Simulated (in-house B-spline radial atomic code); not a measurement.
# Ionising the silver ion Ag⁵⁺ with different functionals

Computed with an all-electron radial atomic-structure program (B-spline basis): four-component Dirac-Coulomb Hamiltonian, Fermi nucleus of rms radius 4.5454 fm, spin-restricted, spherical fractional occupations for the functionals, and exact exchange of hybrids averaged over the configuration. The ionisation energy is the difference of two self-consistent energies, [Kr] 4d6 → [Kr] 4d5, without Breit or QED terms; ε is the level of the shell that loses the electron (mean over j). The electron is taken from both j subshells in proportion to 2j + 1, so the result is a j average, not the step between ground levels.

| method | rung | ΔSCF (eV) | -ε(4d) (eV) |
| --- | --- | --- | --- |
| B97-1 | global hybrid | 86.17 | 79.25 |
| wB97X | range-separated hybrid | 86.03 | 82.14 |
| HSE06 | range-separated hybrid | 86.21 | 79.29 |
| LC-wPBE | range-separated hybrid | 86.26 | 82.48 |

Q: Among the functionals, which spreads more, the ΔSCF values or the orbital energies?

A: The orbital energies: ΔSCF values span about 0.22 eV and the orbital energies 3.23 eV; here energy differences depend much less on the functional than eigenvalues do.

Q: How do they compare with the NIST value?

A: NIST lists 82 eV ± 2 (tabulated theory, ground level to ground level). Errors run from +4.03 to +4.26 eV. The correlated functionals all miss on the same side by more than they spread, so the cause is common to them (Breit-QED terms, spin polarisation, the choice among j levels, multiplet and fine-structure energies, or a listed next ion that isn't the cheapest removal here) and closeness doesn't rank the functionals.
